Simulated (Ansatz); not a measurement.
Geometry optimisation, RKS PBE-D4/def2-SVP in Ansatz 0.2.0.

Input file:

```yaml
crystal:
  periodic: [false, false, false]
  atoms:
    - { symbol: "N", position_ang: [0.89441, 1.08249, 0.37084] }
    - { symbol: C, position_ang: [0.2487, 0.20251, 0.967] }
    - { symbol: O, position_ang: [-0.39103, -0.87409, 0.5189] }
    - { symbol: Te, position_ang: [-0.35461, -1.37714, -1.43969] }
    - { symbol: H, position_ang: [0.9534, 0.94743, -0.64261] }
    - { symbol: H, position_ang: [0.14421, 0.2737, 2.04813] }
    - { symbol: H, position_ang: [-1.49508, -0.25489, -1.82257] }
basis:
  gaussian: { orbitals: def2-SVP }
hamiltonian:
  xc: pbe
  dispersion: d4
relax:
  f_tol: 0.015
  max_steps: 40
```

Command:

```bash
$ ansatz run input.yaml --threads 1 --pin off --max-ram 2048MiB --backend cpu --events-out ev --progress --plain --runs-dir out
```

**Question.** Where does it end, and by what steps?

**Answer.** It converged. After 6 steps the energy has fallen by 0.112 eV; H7 moved furthest, 0.06 Å.

| step | energy less start (eV) | largest force component (eV/Å) | accepted |
| --- | --- | --- | --- |
| 0 | 0.0000 | 1.733 | yes |
| 1 | -0.0961 | 0.447 | yes |
| 2 | -0.1084 | 0.220 | yes |
| 3 | -0.1102 | 0.156 | yes |
| 4 | -0.1105 | 0.219 | yes |
| 5 | -0.1113 | 0.091 | yes |
| 6 | -0.1118 | 0.013 | yes |

```xyz
7
Properties=species:S:1:pos:R:3
N 0.907 1.119 0.363
C 0.264 0.218 0.980
O -0.392 -0.903 0.559
Te -0.352 -1.388 -1.450
H 0.940 0.929 -0.659
H 0.146 0.262 2.086
H -1.513 -0.237 -1.879
```

Whether the end is a true minimum wasn't checked by a vibrational analysis.

The run took 16 s on 1 thread of Intel(R) Xeon(R) Processor @ 2.70GHz, on a shared host, peak memory 0.15 GiB.
